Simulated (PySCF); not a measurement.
# UHF on Xe⁺ (xenon, charge +1)

Configuration: [Kr] 4d10 5s1 5p5 6s1, high-spin 4P determinant (an excited configuration). All numbers are calculated (PySCF 2.14, a scalar-relativistic core potential, in aug-cc-pwCVDZ-PP with ECP28MDF (6s5p4d1f, 48 functions)).

```
Total energy                                                  : -326.945248 hartree
One-electron energy                                           : -556.6654 hartree
Hartree (Coulomb) energy                                      : 251.8522 hartree
Exchange energy                                               : -22.1321 hartree
⟨S²⟩                                                          : 3.7591
⟨L²⟩                                                          : 3.377
Sum of ⟨r⟩                                                    : 31.57 bohr
Sum of ⟨r²⟩                                                   : 63.46 bohr²
Traceless quadrupole moment −½Σ⟨3z² − r²⟩ along its main axis : -2.78 e·bohr²
```

```csv
shell,electrons,mean orbital energy (hartree),spread (hartree),"rms radius, mean of both spins (bohr)"
4s α,1,-9.00196,0,0.768
4s β,1,-8.95914,0,0.768
4p α,3,-6.73218,0.02631,0.819
4p β,3,-6.70395,0.00629,0.819
4d α,5,-3.25838,0.03049,0.931
4d β,5,-3.23433,0.01693,0.931
5s α,1,-1.59059,0,1.91
5p α,3,-0.97908,0.05244,2.28
5p β,2,-0.81408,0,2.28
6s α,1,-0.33606,0,4.47
```

⟨L²⟩ = 3.38 against 2 for a pure P term, so this real determinant mixes terms. Energies and moments cover only the electrons outside the core potential. The outer electron is Rydberg-like, and this basis confines it to a smaller radius and binds it less than a complete one would.
